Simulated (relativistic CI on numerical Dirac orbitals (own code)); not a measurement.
## Slater and spin-orbit integrals, Cr¹⁰⁺

Computed by Dirac-Coulomb-Breit CI, orbitals from a KLI potential per configuration, QED by a radiative potential, unscaled Slater integrals (own radial code, finite nucleus).

Slater integrals F^k, G^k are unscaled and averaged over j, outside the closed core [Ne]; ζ comes from projecting the Hamiltonian with its Breit term on Σ l·s of the shell.

- 3s2 3p2: F^2(3p,3p) = 126300, ζ(3p) = 7862.6 cm⁻¹; <r>(3p) = 0.7955, <r^2>(3p) = 0.7286 (bohr units).
- 3s 3p3: F^2(3p,3p) = 126210, G^1(3s,3p) = 165150, ζ(3p) = 7849.4 cm⁻¹; <r>(3s) = 0.7904, <r^2>(3s) = 0.7102, <r>(3p) = 0.7961, <r^2>(3p) = 0.7296 (bohr units).
- 3s2 3p 3d: ζ(3p) = 7864.3, F^2(3p,3d) = 124480, G^1(3p,3d) = 144600, G^3(3p,3d) = 93191, ζ(3d) = 512.04 cm⁻¹; <r>(3p) = 0.7968, <r^2>(3p) = 0.731, <r>(3d) = 0.7638, <r^2>(3d) = 0.6814 (bohr units).

Averages of the first 10 configurations, taken without configuration mixing, which lowers the lowest level and can move excited configurations by several eV; other configurations of the list can lie among them:

| Configuration | Parity | States | Average energy above the lowest level (eV) |
| --- | --- | --- | --- |
| 3s2 3p2 | even | 15 | 6.4 |
| 3s 3p3 | odd | 40 | 38.5 |
| 3s2 3p 3d | odd | 60 | 54.2 |
| 3p4 | even | 15 | 76.2 |
| 3s 3p2 3d | even | 300 | 83.8 |
| 3p3 3d | odd | 200 | 119.1 |
| 3s 3p 3d2 | odd | 540 | 130.9 |
| 3s2 3p 4s | odd | 12 | 129.9 |
| 3s2 3p 4p | even | 36 | 142.1 |
| 3s2 3d 4p | odd | 60 | 190.2 |
